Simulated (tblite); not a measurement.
Start geometry of `CO[Si]1(CCl)OCCO1` from a force field or distance geometry (Å):
```
atom  x, y, z in Å
C1     2.4346   -0.9985    0.2636
O2     1.4117   -0.6543    1.1699
Si3    0.2011    0.0948    0.2835
C4     0.7652    1.5848   -0.6932
Cl5    0.1521    3.0530    0.1232
O6    -0.6567   -1.0279   -0.7279
C7    -1.8676   -1.0819   -0.0271
C8    -2.1492    0.3463    0.3396
O9    -1.1313    0.6027    1.2671
H10    2.6112   -2.0772    0.3407
H11    3.3226   -0.3796    0.3895
H12    2.0494   -0.8103   -0.7717
H13    0.3055    1.4719   -1.6914
H14    1.8819    1.6057   -0.7728
H15   -1.6230   -1.6377    0.9146
H16   -2.6688   -1.5784   -0.5911
H17   -1.8874    0.9647   -0.5511
H18   -3.1600    0.5283    0.7228
```

Problem. What comes out of this run: GFN2-xTB geometry optimisation, gas phase in tblite?

Solution. 
```
atom  x, y, z in Å
C1     2.6540   -0.7634    0.6164
O2     1.2553   -0.8360    0.7049
Si3    0.1069    0.0284   -0.0136
C4     0.7853    1.4459   -1.1025
Cl5    1.9307    2.4450   -0.1738
O6    -0.9122   -0.8765   -0.9273
C7    -2.1746   -0.9746   -0.3287
C8    -2.2799    0.1332    0.7390
O9    -0.9812    0.4997    1.1099
H10    3.0608   -1.5691    1.2264
H11    3.0114    0.1963    0.9900
H12    2.9834   -0.8855   -0.4164
H13    0.0187    2.1257   -1.4685
H14    1.3406    1.0648   -1.9566
H15   -2.2631   -1.9626    0.1322
H16   -2.9415   -0.8637   -1.0980
H17   -2.7905    1.0102    0.3283
H18   -2.8130   -0.2116    1.6265
```

The energy falls by 152.3 kJ/mol over 196 L-BFGS steps, the largest force on an atom goes from 2.85 to 0.008 eV/Å, and the atoms move by 0.932 Å rms after alignment. The bond that changes most is Si3–O9 (oxygen-bound silicon to silyl ether oxygen), which shortens by 0.099 Å. Bonds longer at the end by more than 0.005 Å: 2 of 18; shorter: 13. Among the angles that change most is C1–O2–Si3, from 107.0° to 131.0°. Among the dihedrals that turn most is H15–C7–C8–H17, from 152° to -145°. Rotational constants go from 1441, 1127, 754.7 to 1884, 840.2, 704.1 MHz. The orientation of the end geometry is arbitrary; only internal coordinates are fixed.

The run took 2.4 s on one thread, Intel Xeon at 2.70 GHz (x86_64), shared host with 64 logical CPUs at a one-minute load of 61.

GFN2-xTB frequencies show an imaginary mode (52i cm⁻¹), so the point is no minimum at that level. 2 starts were optimised and ended at 0.00 and 0.39 kcal/mol (GFN2-xTB); the lowest of these is shown.

These are computed values.
